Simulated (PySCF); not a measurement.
## SiBPH4O6

The system: SiBPH4O6, a molecule drawn as a unit of a network glass or zeolite (built as: P B3 Si, H ends, O bridges); neutral, singlet. The structure, one conformer, was relaxed in the gas phase by PBE0-D3(BJ)/def2-SVP. No frequency run checks that it is a minimum.

SMILES: O=P1(O)O[SiH2]OB(O)O1

```tsv
atom	x (Å)	y (Å)	z (Å)
O1	0.979	0.039	2.297
P2	1.121	-0.182	0.856
O3	2.550	-0.712	0.399
O4	0.869	1.093	-0.103
Si5	-0.668	1.637	-0.539
O6	-1.579	0.248	-0.584
B7	-1.181	-1.019	-0.273
O8	-2.021	-2.050	-0.481
O9	0.095	-1.274	0.227
H10	2.653	-0.774	-0.559
H11	-0.552	2.237	-1.887
H12	-1.212	2.570	0.472
H13	-1.639	-2.886	-0.192
```

Shieldings: GIAO PBE0/pcSseg-1. Shifts are against computed references at the same level: H TMS (σ 31.27 ppm), Si TMS (σ 352.0 ppm). Core levels by delta-SCF with SCAN, pcX-2 on the ionised atom and pcseg-1 elsewhere, spin-free X2C (2p3/2 is the spin-free 2p value less a third of a first-order spin-orbit splitting); from the vacuum level, for chosen atoms.

Task: Give the NMR and core-level values of the distinct atoms.

Result: 
| atoms | bonded to | σ (ppm) | δ (ppm) | core level (eV) |
| --- | --- | --- | --- | --- |
| O1 | 1 P | 170.7 | - | 1s 537.33 |
| P2 | 4 O | 339.3 | - | 2p3/2 140.58 |
| O3 | 1 P + 1 H | 224.6 | - | 1s 540.25 |
| O4 | 1 P + 1 Si | 200.9 | - | 1s 539.28 |
| Si5 | 2 O + 2 H | 372.8 | -20.8 | - |
| O6 | 1 B + 1 Si | 231.8 | - | - |
| B7 | 3 O | 84.6 | - | - |
| O8 | 1 B + 1 H | 231.6 | - | - |
| O9 | 1 B + 1 P | 166.0 | - | 1s 539.49 |
| H10 | 1 O | 28.10 | 3.17 | - |
| H11 | 1 Si | 26.23 | 5.04 | - |
| H12 | 1 Si | 26.01 | 5.26 | - |
| H13 | 1 O | 27.73 | 3.54 | - |

Values are those of this one static structure; atoms that internal rotation interchanges would show their mean in an NMR spectrum.

Task: Which of O1, O3, O4, O9 holds its core electrons tightest, and by how much against the loosest?

Result: O3 (bonded to 1 P + 1 H), by 2.92 eV over O1 (bonded to 1 P).

Task: By CAM-B3LYP/def2-SVPD (TDDFT singlets, Tamm-Dancoff triplets, ionisation by delta-SCF), where does absorption start, and what does vertical ionisation take?

Result: The lowest singlet lies at 7.65 eV (f 0.005), the strongest of the first 6 at 8.01 eV (f 0.023), the lowest triplet at 7.38 eV; vertical ionisation takes 11.27 eV.
